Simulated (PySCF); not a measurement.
C2H9GeN, SMILES [N](C)([GeH3])C.

Geometry: PBE-D3(BJ)/def2-SVP.

The numbers are results of PBE-D3(BJ)/def2-SVP (PySCF), not measurements.

Frequencies are harmonic and unscaled.

Computed vibrational spectrum:
```
mode  ν (cm⁻¹)  IR (km/mol)  moving atoms (share of kinetic energy)
----  --------  -----------  --------------------------------------
1          130          0.2                          H 89 %, C 10 %
2          152          2.1                   H 54 %, N 34 %, C 9 %
3          240          0.2                          H 74 %, C 19 %
4          249          0.0                  H 60 %, C 25 %, N 11 %
5          255          2.9                          H 77 %, N 16 %
6          325          4.2                 C 43 %, H 34 %, Ge 18 %
7          567         19.0         C 31 %, N 31 %, H 23 %, Ge 14 %
8          589         49.9                           H 86 %, N 9 %
9          606         31.5                                  H 87 %
10         807        111.3                                  H 97 %
11         839        125.9                                  H 96 %
12         857         33.5                                  H 99 %
13         981         47.2                  C 41 %, H 36 %, N 23 %
14        1052          2.0                          H 74 %, C 25 %
15        1078          2.3                          H 79 %, C 20 %
16        1122          2.0                  H 69 %, C 20 %, N 11 %
17        1216         71.1                   N 59 %, C 31 %, H 9 %
18        1235         12.9                  H 41 %, N 34 %, C 24 %
19        1377          0.5                          H 88 %, C 12 %
20        1395          5.6                           H 91 %, C 9 %
21        1397          6.9                                  H 96 %
22        1414         21.3                          H 88 %, C 11 %
23        1429         17.8                                  H 96 %
24        1447          1.3                                  H 95 %
25        2001        168.9                                  H 99 %
26        2084         83.9                                  H 99 %
27        2098        119.2                                  H 98 %
28        2854         67.7                                  H 95 %
29        2860        156.0                                  H 95 %
30        2948         92.2                                  H 93 %
31        2954          9.6                                  H 92 %
32        3035         14.7                           H 91 %, C 9 %
33        3036         19.4                           H 91 %, C 9 %
```
